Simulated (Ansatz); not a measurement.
`[OH][GeH2][Br]` → HBr + `[OH][GeH]` at 700 K and 1 bar (germylene formation by 1,1-elimination).

Computed with Ansatz on PBE0-D4/def2-TZVP structures; ΔE is electronic, products minus reactants. CCSD(T)/CBS adds triple-zeta CCSD(T) − MP2 to the extrapolated MP2 energy (def2 sets, frozen cores). For Br, Ge outer-core shells are correlated without core-valence functions, which leaves a few kJ/mol of doubt a bond. Scalar relativity is left out up to krypton. Each species was taken in one conformer, which may not be the lowest.

```csv
species,CCSD(T)/CBS energy (Eh),H − E (kJ/mol),S (J/(mol·K))
`[OH][GeH2][Br]`,-4726.46896,132.9,392.0
HBr,-2573.91920,36.5,223.7
`[OH][GeH]`,-2152.47759,86.1,302.2
```

H − E and S are ideal-gas, rigid-rotor, harmonic terms from PBE0-D4/def2-TZVP, for one conformer and one mirror image of each species. 1 Eh = 2625.50 kJ/mol, R = 8.31446 J/(mol·K).

Q: By hand: ΔE, ΔH, ΔS and ΔG.

A: ΔE = (-2573.91920) + (-2152.47759) − (-4726.46896) = 0.07217 Eh = 189.5 kJ/mol. Δ(H − E) = 36.5 + 86.1 − 132.9 = -10.3, so ΔH = 179.2 kJ/mol. ΔS = 223.7 + 302.2 − 392.0 = 133.9 J/(mol·K). ΔG = 179.2 − 700 × (133.9)/1000 = 85.5 kJ/mol.

Q: By hand: the equilibrium constant, and the temperature at which ΔG would vanish if ΔH and ΔS stayed fixed.

A: log₁₀ K = −ΔG/(RT ln 10) = -6.4. ΔG = 0 at ΔH/ΔS = 1338 K.

The number of gas molecules changes by +1, which sets the sign of ΔS. A doubt of 5 kJ/mol in ΔE shifts log₁₀ K by 0.4 here. Other conformers and mirror images would add mixing entropy, several J/(mol·K) or more a flexible species. These are equilibria of isolated gas molecules and say nothing of rates. Largest T1 diagnostic: 0.016 (customary marks: 0.02 for closed shells, 0.045 for open ones).
